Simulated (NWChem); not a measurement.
# C4H5Cl; SMILES C(C=C)(Cl)=C

```xyz
10

C      0.7170    -1.9902     0.0000
C     -0.4286    -1.3002     0.0000
C     -0.5620     0.1540     0.0000
C     -1.7389     0.7944     0.0000
Cl     0.9136     1.0793     0.0000
H      1.6839    -1.4811     0.0000
H      0.7127    -3.0823     0.0000
H     -1.3857    -1.8330     0.0000
H     -2.6662     0.2170     0.0000
H     -1.8009     1.8832     0.0000
```
Atoms are numbered in this order, from 1.

All runs: NWChem. Medium grid unless said otherwise, to which SCAN and Minnesota functionals are sensitive. The geometry was optimised at PBE0/def2-SVP. Hybrids' shares of exact exchange are those that their runs print; pure functionals count as 0. The functionals differ in more than this share.

```csv
row,share of exact exchange,orbital gap (eV)
PBE/def2-TZVP,0.00,3.83
BLYP/def2-TZVP,0.00,3.81
B3LYP/def2-TZVP,0.20,withheld
M06-2X/def2-TZVP,0.54,7.75
Hartree-Fock/def2-TZVP,1.00,11.58
```

### Question
Fit a straight line of the last column on the one before it, predict the withheld value, and compare with the run.

### Answer

1. Means of the 4 shown rows: x = 0.385, y = 6.742. Slope Σ(x − x̄)(y − ȳ)/Σ(x − x̄)² = 5.382/0.6987 = 7.702; intercept 3.777.
2. The shown rows scatter about the line by 0.110 (root mean square); the largest residual is -0.19, at M06-2X/def2-TZVP.
3. At x = 0.20 (B3LYP/def2-TZVP; inside the shown range) the line gives 5.32.
4. The run gives 5.35, +0.03 from the line, 0.3 times the scatter.
